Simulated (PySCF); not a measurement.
Peak assignment

Bonds (- single, = double, # triple, : aromatic): C1-C2, C2:C3, C3:C4, C4:C5, C5:C6, C6:C7, C6-C8, C8-C9, C7:C2, C9-C5. C1 carries H10, H11, H12; C3 carries H13; C4 carries H14; C7 carries H15; C8 carries H16, H17; C9 carries H18, H19.

Calculated, not measured (PySCF 2.14): geometry from PBE0-D3(BJ)/def2-SVP, PBE0/pcSseg-1 with gauge-including orbitals. Relativity neglected, fast rotation and ring inversion assumed for equivalent nuclei, single conformer, no solvent model.

Chemical shifts δ = σref − σ; $^{13}$C and $^{1}$H vs TMS, all at this level.

Q: Assign these signals to the numbered atoms. $^{13}$C{$^{1}$H} NMR (computed): δ 150.1 (C), 146.9 (C), 141.7 (C), 133.3 (CH), 128.3 (CH), 127.6 (CH), 30.7 (CH2), 30.5 (CH2), 24.0 (CH3).

A: 
150.1 → C6, substituted aromatic carbon
146.9 → C5, substituted aromatic carbon
141.7 → C2, substituted aromatic carbon
133.3 → C3, aromatic CH: the aromatic region
128.3 → C7, aromatic CH
127.6 → C4, aromatic CH
30.7 → C8, sp3 CH2 on an aromatic ring: a saturated carbon with 2 carbon neighbours and no heteroatom attached
30.5 → C9, sp3 CH2 on an aromatic ring
24.0 → C1, methyl carbon on an aromatic ring: aliphatic region, no heteroatom directly attached

C7 and C4; C8 and C9 lie closer than the usual error of such a calculation, so a measured spectrum could show them in the other order.

Q: Assign these signals to the numbered atoms. $^{1}$H NMR (600 MHz, computed): δ 7.15 (m, 1H), 7.07 (m, 1H), 7.01 (s, 1H), 3.14 (m, 2H), 3.12 (m, 2H), 2.36 (s, 3H).

A: 
7.15 → H13, hydrogen on an aromatic CH: ring-current deshielding
7.07 → H14, hydrogen on an aromatic CH
7.01 → H15, hydrogen on an aromatic CH
3.14 → H16/H17, hydrogen on an sp3 CH2 on an aromatic ring: benzylic-type position, deshielded by the ring
3.12 → H18/H19, hydrogen on an sp3 CH2 on an aromatic ring
2.36 → H10/H11/H12, hydrogen on a methyl carbon on an aromatic ring: benzylic-type position, deshielded by the ring

H13 and H14; H14 and H15; H16/H17 and H18/H19 lie closer than the usual error of such a calculation, so a measured spectrum could show them in the other order.

Shifts are as computed. Against solution values, carbons near 30 ppm lie about +2 ppm off and those near 130 ppm about +5 ppm. Of 1211 compounds with measured shifts, 218 miss one by over three times the rms of a fit or turn the order of signals round; such compounds aren't used in these exercises. Multiplicities follow the n + 1 count of equivalent neighbours, as no J values were calculated; m marks all less simple cases, F and P coupling included.
